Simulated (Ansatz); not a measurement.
`CC(F)CF` and `CC(F)S[SiH3]` differ in one atom or group.

Ansatz, PBE0-D4/def2-TZVP geometries, multiplicity 1. Each molecule was computed in one conformer, which needn't be the lowest.

```csv
property,`CC(F)CF`
HOMO–LUMO gap (B3LYP/def2-TZVPP) / eV,9.86
size of the dipole moment (B3LYP/def2-TZVPP) / D,2.90
HOMO energy (B3LYP/def2-TZVPP) / eV,-9.06
HOMO–LUMO gap (ωB97M-V/def2-TZVPP) / eV,14.27
HOMO energy (PBE/def2-TZVPP) / eV,-7.55
size of the dipole moment (PBE/def2-TZVPP) / D,2.71
```

Task: What does the change do to each property? (Best estimate.)

Result: Computed: 
```
                                        property  `CC(F)S[SiH3]`  shift
           HOMO–LUMO gap (B3LYP/def2-TZVPP) / eV            6.93  -2.93
size of the dipole moment (B3LYP/def2-TZVPP) / D            1.56  -1.34
             HOMO energy (B3LYP/def2-TZVPP) / eV           -7.05   2.01
         HOMO–LUMO gap (ωB97M-V/def2-TZVPP) / eV           11.38  -2.89
               HOMO energy (PBE/def2-TZVPP) / eV           -6.06   1.49
  size of the dipole moment (PBE/def2-TZVPP) / D            1.52  -1.19
```

With PBE0 the HOMO rises by 1.99 eV and the LUMO falls by 1.06 eV, so the gap narrows by about 3.05 eV. PBE moves the HOMO by 1.49 eV and ωB97M-V by 2.20 eV. Dipoles are sizes alone; their direction can turn.

B3LYP here is the variant with VWN-RPA as its local correlation; programs differ in this.
